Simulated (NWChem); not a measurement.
C$_{4}$H$_{7}$F; SMILES CC1(F)CC1

Computed with NWChem. Structure relaxed at the PBE0/def2-SVP level. Level: M06-2X/def2-SVP with SMD (1 M gas to 1 M solution), gas-phase geometry.

Predict the results for solvent anisole. Quantities: solvation free energy (kcal/mol); cavity-dispersion-structure term (kcal/mol); dipole in solution (D).


```json
{
 "solvation free energy (kcal/mol)": "-3.9",
 "cavity-dispersion-structure term (kcal/mol)": "-1.3",
 "dipole in solution (D)": "2.02"
}
```
